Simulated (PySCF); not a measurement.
# Radial density of C³⁺ (carbon, charge +3)

UHF, [He] 2s1, 2S determinant. Computed with PySCF 2.14 in aug-cc-pVQZ (6s5p4d3f2g, 80 functions), with the non-relativistic Hamiltonian (point nucleus).

```
r (bohr)  4πr²ρ (e/bohr)  4πr²(ρα − ρβ)
 0.00413         0.02598         0.0010
 0.00695         0.07094         0.0029
  0.0117          0.1898         0.0076
  0.0197          0.4878         0.0195
  0.0331           1.176         0.0466
  0.0556           2.544         0.0983
  0.0936           4.596         0.1669
   0.157           6.163         0.1852
   0.265           5.046         0.0635
   0.445           1.913         0.0294
   0.749          0.7693         0.5774
    1.26          0.8152         0.8131
    2.12          0.1770         0.1770
    3.57        0.002416         0.0024
```
